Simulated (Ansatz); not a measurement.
C₃H₅B (`CB1C=C1`). Total charge 0; spin multiplicity 1.

| atom | x (Å) | y (Å) | z (Å) |
| --- | --- | --- | --- |
| C1 | -0.749 | -0.394 | -1.205 |
| B2 | 0.061 | 0.025 | 0.050 |
| C3 | 0.959 | -0.253 | 1.184 |
| C4 | 0.489 | 1.002 | 1.066 |
| H5 | -1.753 | -0.698 | -0.886 |
| H6 | -0.881 | 0.428 | -1.912 |
| H7 | -0.311 | -1.246 | -1.728 |
| H8 | 1.609 | -0.811 | 1.846 |
| H9 | 0.576 | 1.947 | 1.586 |

Q: Give the diagnostics of a CCSD(T)/def2-TZVPP run (frozen core, Ansatz 0.2.0). (An estimate is asked.)

A: Computed: T1 = 0.0098, largest single amplitude 0.010, largest double 0.072, (T) share of the correlation energy 4.4 %, 9 CCSD cycles. The RHF solution is stable towards an unrestricted one. T1 lies under the customary mark of 0.02 for closed shells.
